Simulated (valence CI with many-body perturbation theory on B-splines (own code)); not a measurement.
# Pm³⁰⁺: what the settings do

Computed by valence CI with perturbative core correlation (CI+MBPT): three valence electrons over a frozen Dirac-Fock core [Ar] 3d10, radial functions for each j: 6 s, 6 p, 5 d, 3 f, 1 g, with the one-electron correlation potential Σ1 (screened to all orders), the two-electron term Σ2, the three-electron term Σ3, Breit, model QED; selected single and double excitations, second order for the rest, scaled by the run's own slope (own B-spline code, finite nucleus).

The last digits are not significant, and no measured levels were compared; by estimate large intervals hold to a few tenths of a per cent, small ones and those within an open d or f shell to about a per cent.

The reference run has the lowest level (4s^2 4p1/2) J=1/2 and an ionisation energy of 1159.55 eV. Its largest variational space holds 2796 state functions.

Levels are named by their leading jj configuration (3d3/2^4 stands for four electrons in 3d with j = 3/2), which in mixed levels can hold well under half, so a name can repeat and another be missing. Letters in brackets count levels of one name in rising energy.

Changed runs:
A. box radius (bohr) 3.697 → 3.21; factor on the speed of light 1 → 100; QED terms on → off
B. logarithmic knot step 0.27 → 0.33; box radius (bohr) 3.697 → 3.21
C. logarithmic knot step 0.27 → 0.4
D. correlating orbitals by l 3 3 3 2 1 → 0 0 0 0 0 (bad on purpose)

Excitation energies of the reference run in cm⁻¹, and shifts in cm⁻¹:

| Level | Reference | A | B | C | D |
| --- | --- | --- | --- | --- | --- |
| (4s^2 4p3/2) J=3/2 | 277803 | -277779 | +1.0 | 0 | -5.3 |
| (4s 4p1/2^2) J=1/2 | 525844 | -118972 | -1.2 | -8.1 | -220 |
| (4s 4p1/2 4p3/2) J=3/2 [a] | 735777 | -328897 | -0.3 | -7.7 | -687 |
| (4s 4p1/2 4p3/2) J=5/2 | 782580 | -375686 | -0.2 | -8.0 | -266 |
| (4s 4p1/2 4p3/2) J=3/2 [b] | 853585 | -353239 | -0.2 | -8.5 | +267 |
| (4s 4p1/2 4p3/2) J=1/2 | 879956 |  | -0.4 | -9.0 | +501 |
| (4s 4p3/2^2) J=5/2 | 1038850 |  | +0.7 | -7.7 | -362 |
| (4s 4p3/2^2) J=3/2 | 1153240 | -543761 | +0.6 | -7.9 | +424 |
| (4s 4p3/2^2) J=1/2 | 1158360 |  | +0.7 | -8.9 | +896 |
| (4s^2 4d3/2) J=3/2 | 1230710 | -321685 | +0.7 | -6.1 | +1175 |
| (4s^2 4d5/2) J=5/2 | 1273170 | -364133 | +0.6 | -5.5 | +1057 |
| (4p1/2^2 4p3/2) J=3/2 | 1395910 |  | -1.6 | -17 | +7.5 |
| Ionisation energy (eV) | 1159.55 | -41.77 | -0.00088 | -0.0036 | -0.08 |

A blank means that the level has no clear partner in that run.
